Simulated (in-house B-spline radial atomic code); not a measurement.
Settings and results of a run for the silver ion Ag⁺. Computed with an all-electron radial atomic-structure program (B-spline basis): non-relativistic LDA VWN5, spherical fractional occupations, point nucleus, inside a hard spherical wall at 3.72 bohr.

Command:
```bash
python run_scf.py task.json out
```
Settings:
```
Z                47
configuration    [Ar] 3d9 4s2 4p6 4d10 4f1
hamiltonian      nr
method           lda,vwn
spin_polarised   False
wall_radius      3.72
```

Output (hartree, bohr):
```
 radial grid: 43 intervals, B-splines of order 8, outer radius 3.72 bohr

 iter        energy (Eh)    residual
    1       -5175.194078    4.64e-01
    2       -5173.864655    4.21e-01
    3       -5179.701241    4.45e-02
    4       -5179.744519    1.08e-02
    5       -5179.743746    7.41e-03
    6       -5179.746311    3.17e-03
    7       -5179.746683    1.49e-04
    8       -5179.746685    1.40e-05
    9       -5179.746685    8.13e-08

 total energy                     -5179.74668
 kinetic                            5178.5954
 electron-nucleus                 -12305.6664
 Hartree                            2086.9939
 exchange-correlation               -139.6695

 orbital      occ     eigenvalue          <r>       <r^2>       <1/r>     <1/r^3>     <1/r^2>       r_max
 1s         2.000      -901.8775    0.0324205  0.00140607     46.4343           -     4329.26     0.02146
 2s         2.000      -131.4402     0.140578   0.0232124     10.5643           -     453.718      0.1192
 2p         6.000      -122.5013     0.120038   0.0175321     10.5724     3319.37     151.543     0.09339
 3s         2.000       -24.7971     0.379152    0.164148     3.78748           -     88.0901      0.3435
 3p         6.000       -21.2054     0.370292    0.158945     3.71102     596.036      29.231      0.3296
 3d         9.000       -14.5836     0.340848    0.137912     3.56666     93.5711     15.9571      0.2714
 4s         2.000        -3.6909      0.92468    0.969853     1.48758           -     17.7739      0.8346
 4p         6.000        -2.5332     0.989199     1.12251     1.37407     103.034      5.5383      0.8691
 4d        10.000        -0.6742      1.24744     1.84214     1.06964     10.1852     2.15322      0.9842
 4f         1.000         0.7961      2.13284     4.95893    0.534294    0.323327    0.352043       2.291
```

Run time, properties included: 0.03 s on 1 thread of Arm Neoverse V2 (shared host).
